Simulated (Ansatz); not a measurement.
Reaction (redistribution): `C=NB(F)Cl` + `B[Se]C` → `C[Se]B(F)Cl` + `BN=C`

Program: Ansatz. Geometries: PBE0-D4/def2-TZVP. ΔE: electronic, gas phase. CCSD(T)/CBS is the MP2 limit (def2-TZVPP, def2-QZVPP) plus CCSD(T) − MP2 in def2-TZVPP, frozen cores. DFT in def2-TZVPP. B3LYP here is the variant with VWN-RPA as its local correlation; programs differ in this. For Se outer-core shells are correlated without core-valence functions, which leaves a few kJ/mol of doubt a bond. Scalar relativity is left out up to krypton. One conformer a species, not always the lowest.

Is it downhill or uphill in electronic energy at CCSD(T)/CBS, and by how much? (Best estimate.)

The calculation gave: Downhill: ΔE = -13.1 kJ/mol.

What do these levels give: B3LYP-D4, BHLYP-D4, ωB97M-V, SCS-MP2/def2-TZVPP, SCS-MP2/def2-QZVPP, CCSD/CBS(def2)? (An estimate is asked.)

The calculation gave: B3LYP-D4 -19.0, BHLYP-D4 -12.7, ωB97M-V -15.8, SCS-MP2/def2-TZVPP -10.9, SCS-MP2/def2-QZVPP -11.3, CCSD/CBS(def2) -10.7 kJ/mol.

What do rigid-rotor, harmonic-oscillator terms from PBE0-D4/def2-TZVP frequencies (298.15 K, 1 bar) make of the CCSD(T)/CBS value? (An estimate is asked.)

The calculation gave: ΔZPE = -0.1 kJ/mol, ΔH = -12.6 kJ/mol, ΔS = -14 J/(mol·K), ΔG = -8.5 kJ/mol.

Largest T1 diagnostic among the species: 0.016.

In def2-TZVPP, CCSD(T) changes the Hartree–Fock value by −14.4 kJ/mol (the triples alone add −2.4 kJ/mol) and MP2 by −16.0 kJ/mol. From PBE to PBE0 (25 % exact exchange), in def2-TZVPP and without D4, ΔE moves by +6.2 kJ/mol.
